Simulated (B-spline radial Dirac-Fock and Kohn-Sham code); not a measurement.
## Bi²⁺: non-radiative channels of the N4 vacancy

System: bismuth as Bi²⁺, configuration [Xe] 4f14 5d10 6s2 6p1.

Method: one-electron (LDA, Dirac) transition rates at Dirac-Fock energies. Computed with a radial atomic solver. Kinetic energies are configuration averages from the vacuum level; the two-hole energies are estimated from single-hole states.

```csv
transition,kinetic energy (eV),width (meV),share (%)
N4-N6N6,87.03,628,8.6
N4-N6O1,89.41,634,8.7
N4-N6N7,91.49,2000,27.5
N4-N6O2,138.4,525,7.2
N4-N7O2,143.5,99.0,1.4
N4-N6O3,163.9,719,9.9
N4-N6O4,236.0,625,8.6
N4-N6O5,239.2,644,8.9
N4-N7O4,241.1,697,9.6
N4-N6P1,260.8,94.6,1.3
```

Coster-Kronig rates are the weakest part of this model and often come out 1.5 to 2.5 times too large. Super-Coster-Kronig decay this fast strains the one-particle picture, and such widths tend to come out too large. The listed channels hold 92 % of the non-radiative rate. Summed by principal shells, of 7.27 eV in all: NNO 56.0 %, NNN 36.6 %, NOO 5.4 %, NNP 1.8 %.
